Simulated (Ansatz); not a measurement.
Consider the substitution at a C–C bond: `CC(I)CF` + `[OH][In]([OH])[OH]` → `C[O][In]([OH])[OH]` + `FCCI`.

Gas-phase electronic energies from Ansatz, PBE0-D4/def2-TZVP geometries. CCSD(T)/CBS is the MP2 limit (def2-TZVPP, def2-QZVPP) plus CCSD(T) − MP2 in def2-TZVPP, frozen cores. Functionals use def2-TZVPP. B3LYP here is the variant with VWN-RPA as its local correlation; programs differ in this. Elements past krypton have def2 core potentials. For I, In outer-core shells are correlated without core-valence functions, which leaves a few kJ/mol of doubt a bond. Each species was taken in one conformer, which may not be the lowest.

CCSD(T)/CBS gives +69.4 kJ/mol.

Task: Another level gave +50.7 kJ/mol. Which?
A. HF/def2-TZVPP
B. B3LYP/def2-TZVPP
C. SCS-MP2/def2-TZVPP
D. B2PLYP/def2-TZVPP

Result: A. HF/def2-TZVPP 50.7, B2PLYP 62.1, SCS-MP2/def2-TZVPP 68.2, B3LYP 55.1 kJ/mol.

Largest T1 diagnostic among the species: 0.017.

The D4 term adds +5.9 kJ/mol with B3LYP and +3.1 kJ/mol with PBE0; it sums over pairs of atoms, weighted by their polarisabilities, and B3LYP, whose exchange is more repulsive, gets the larger term. In def2-TZVPP, CCSD(T) changes the Hartree–Fock value by +17.3 kJ/mol (the triples alone add +1.8 kJ/mol) and MP2 by +25.3 kJ/mol.
